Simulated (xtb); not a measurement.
C₅H₄O₂, SMILES C=C=C1OCC1=O. All values are semi-empirical tight-binding results from xtb (GFN2-xTB unless named), good for trends rather than for accurate numbers. The structure is a stationary point at GFN2-xTB. This is a generated structure with no PubChem entry under its InChIKey; it may be hypothetical.

Task: Estimate the properties. (Estimate from the structure and the level; the computed values follow.)

Result: 
The point group as xtb finds it is Cs, the orbital gap is 2.98 eV and the dipole moment is 1.73 D. The zero-point energy is 46.6 kcal/mol. The G − E(el) at 298.15 K (modified RRHO) is 27.4 kcal/mol and the static polarisability (D4 model) comes out as 61.0 bohr³. The solvation energy, GFN2-xTB/ALPB(water) is -3.3 kcal/mol and the solvation energy, GFN2-xTB/ALPB(toluene) is -6.2 kcal/mol.

Computed IR lines (harmonic; lines under 4 % of the strongest left out, lines within 3 cm⁻¹ merged):
ν (cm⁻¹): 865 (w), 972 (w), 1039 (w), 1121 (s), 1450 (w), 1850 (vs), 2055 (m) (against the strongest line: vs over 80 %, s over 45 %, m over 15 %, w over 4 %, vw less)
